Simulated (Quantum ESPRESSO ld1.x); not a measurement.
Problem. The table gives one normalised radial function P(r) = r R(r) (large component) of Pb62+ in [Ar] 3d2 (r in bohr). Calculated with ld1.x of Quantum ESPRESSO 7.5: Dirac Kohn-Sham, PBE, spin-unpolarised, spherical densities, point nucleus; open shells fill j = l - 1/2 first.

r           P
0.002      0.1202
0.002482   0.1523
0.00308    0.1943
0.003823   0.2491
0.004745   0.3204
0.005889   0.4127
0.007308   0.5306
0.009071   0.6780
0.01126    0.8570
0.01397    1.0642
0.01734    1.2874
0.02152    1.4996
0.02671    1.6543
0.03315    1.6831
0.04114    1.5024
0.05106    1.0362
0.06337    0.2579
0.07865   -0.7576
0.09762   -1.8013
0.1212    -2.5665
0.1504    -2.7777
0.1866    -2.3714
0.2316    -1.5807
0.2874    -0.7958
0.3568    -0.2871
0.4428    -0.0691
0.5495    -0.0101

Which n and l does it have? It may be an empty orbital.

Solution. n = 3, l = 1: the number of nodes gives n - l - 1 = 1, the rise at small r points to l (for j = l - 1/2 the large component starts as r^gamma with gamma = sqrt(l^2 - (Z/c)^2) = 0.80 and the r^(l+1) term takes over further out; the orbital of l - 1 with the same j starts with the same power, but with a larger coefficient, and does not steepen), and the extent must fit the shell. The curve is that of 3p1/2; the two j differ most near the nucleus, where j = l - 1/2 has the larger amplitude, and in heavy atoms j = l - 1/2 is also the more compact. 3p1/2: eigenvalue -7576.6 eV, 1 radial node at r = 0.0672 bohr, <r> = 0.154 bohr, 90 % of the charge inside 0.231 bohr.
